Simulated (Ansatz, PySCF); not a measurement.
Breaking the H–H spacing in H4 rectangle (multiplicity 1 held). Energies count from the point at 4.000 Å.
Geometry at that point (charge 0, multiplicity 1):
| atom | x (Å) | y (Å) | z (Å) |
|---|---|---|---|
| H | 0.0000 | 0.0000 | 0.0000 |
| H | 0.0000 | 0.0000 | 1.0000 |
| H | 4.0000 | 0.0000 | 0.0000 |
| H | 4.0000 | 0.0000 | 1.0000 |

Restricted levels (R-, RO-) in cc, def2 and unpolarised 6-31G sets keep to the state of the molecule at rest. Unrestricted levels (U-) break spin symmetry where that is lower. Full CI gives the lowest state of the spin. Curves can end on different states.

Rows in 6-31G* carry no dispersion term and start afresh at each structure (6-31G* with six Cartesian d functions).

The values were computed with Ansatz (a program for electronic structure); PySCF for 6-31G* rows. Values without a source in brackets are computed.

Energies in kJ/mol.

```
R (Å)  R-HF/6-31G*  R-HF/cc-pVTZ  U-wB97X-V/cc-pVTZ  FCI/cc-pVTZ
-----  -----------  ------------  -----------------  -----------
1.050          638           598                487          512
1.100          563           528                455          460
1.200          437           410                372          359
1.300          337           317                285          275
1.500          198           188                164          159
1.800           86            84                 69           67
2.200           27            28                 20           20
2.600            8             9                  5            5
3.000            2             3                  1            1
4.000            0             0                  0            0
```

Doubts at one or more of the structures used: a restricted determinant that unrestricted orbitals would lower (R-HF/6-31G*, R-HF/cc-pVTZ); a spin-contaminated determinant (U-wB97X-V/cc-pVTZ).
